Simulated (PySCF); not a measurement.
Computed with B3LYP-D3(BJ)/def2-TZVP (PySCF). Gas-phase values, no solvent. One relaxed conformer stands for a flexible species; it need not be the lowest. B3LYP has the VWN-RPA correlation part, as in Gaussian. Excitations are Tamm–Dancoff values on a coarser integration grid. The basis has no diffuse functions, so Rydberg states are missing or too high.

Reference species (SMILES): `[NH2][In]([SH])[NH2]` (neutral, multiplicity 1).

```json
{
 "LUMO": "-1.39 eV",
 "HOMO–LUMO gap": "5.48 eV",
 "T1 excitation (TDA)": "4.02 eV"
}
```

Changed species: `[NH2][In]([NH2])[NH2]` (0 of 3 NH2 replaced by SH; the reference has 1 of 3 NH2 replaced by SH).

Q: Predict the effect on the LUMO, HOMO–LUMO gap and T1 excitation (TDA).

A: the LUMO increases by 0.32 eV, to -1.07 eV; the HOMO–LUMO gap drops by 0.02 eV, to 5.46 eV; the T1 excitation (TDA) falls by 0.10 eV, to 3.92 eV.
